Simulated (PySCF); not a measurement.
## [Hf(N2)6]4+ at several levels of theory

Computed with PySCF 2.14.0 (density fitting, no spin-orbit coupling) at the geometry relaxed with BP86:

```xyz
13
[Hf(N2)6]4+ (singlet)
Hf    0.0000    0.0000    0.0000
N     0.0000    0.0000    2.3146
N     0.0000    0.0000    3.4390
N     0.0000    0.0000   -2.3146
N     0.0000    0.0000   -3.4390
N     2.3146    0.0000    0.0000
N     3.4390    0.0000    0.0000
N     0.0000    2.3146    0.0000
N     0.0000    3.4390    0.0000
N    -2.3146    0.0000    0.0000
N    -3.4390    0.0000    0.0000
N     0.0000   -2.3146    0.0000
N     0.0000   -3.4390    0.0000
```

| level | basis | state | HOMO (eV) | gap (eV) | charge on Hf1 (e) | dipole about the centre of mass (D) | largest force component (eV/Å) |
| --- | --- | --- | --- | --- | --- | --- | --- |
| BP86 | Hf def2-SVP with ECP60, N def2-SVP | singlet | -28.26 | 3.29 | 2.10 | 0.00 | 0.01 |
| PBE0 | the same | singlet | -30.18 | 6.06 | 2.34 | 0.00 | 2.41 |
| BP86 | Hf def2-TZVP with ECP60, N def2-TZVP | singlet | -28.24 | 3.44 | 1.86 | 0.00 | 1.20 |

Charges are Mulliken's, which hang on the basis. The relaxation used the grid (50, 194), these runs (75, 302) or, all-electron (x2c bases, spin-free X2C Hamiltonian), (99, 590).

Task: A further run in the first row's basis gives HOMO (eV) -34.45, gap (eV) 14.26, charge on Hf1 (e) 2.91, dipole about the centre of mass (D) 0.00, largest force component (eV/Å) 7.16. Which level was it?
A. revPBE
B. HF
C. B3LYP

Result: B. The others give HOMO -28.08 eV (revPBE); -29.85 eV (B3LYP).

In the first row's basis the gap widens with exact exchange: 3.3 eV for BP86, revPBE (none); 5.5 to 6.1 eV for B3LYP, PBE0 (a fixed share); 14.3 eV for Hartree–Fock (rising or full at long range).

A frequency check found unstable modes (3, the lowest at -9 cm⁻¹), so the relaxed geometry is a saddle point, or these are noise.
